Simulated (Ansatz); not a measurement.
```yaml
crystal:
  periodic: [false, false, false]
  atoms:
    - {symbol: F, position_ang: [0.735652, -0.784166, 1.900947]}
    - {symbol: Ti, position_ang: [0.111212, -0.469873, 0.317400]}
    - {symbol: Cl, position_ang: [1.344004, -1.354464, -1.242196]}
    - {symbol: D, position_ang: [-1.942278, -1.153647, 0.093268]}
    - {symbol: Se, position_ang: [0.176962, 1.915992, 0.120545]}
    - {symbol: H, position_ang: [-0.383452, 1.782059, -1.236065]}
basis:
  gaussian: {orbitals: 6-31G}
hamiltonian: {xc: {name: HF}}
correlation: {method: ccsd_t}
```

```sh
$ ansatz run in.yaml --threads 4 --pin off --events-out ev --progress --plain --max-ram 10444MiB
```

How does Ansatz answer? (Best estimate.)

Ansatz gave: The input was rejected before any iteration.
```
Error: YAML parse error: error: line 7 column 16: `D` is not an element symbol (H … Og, case-exact)
 --> <input>:7:16
5 |     - {symbol: Ti, position_ang: [0.111212, -0.469873, 0.317400]}
6 |     - {symbol: Cl, position_ang: [1.344004, -1.354464, -1.242196]}
7 |     - {symbol: D, position_ang: [-1.942278, -1.153647, 0.093268]}
8 |     - {symbol: Se, position_ang: [0.176962, 1.915992, 0.120545]}
9 |     - {symbol: H, position_ang: [-0.383452, 1.782059, -1.236065]}
```
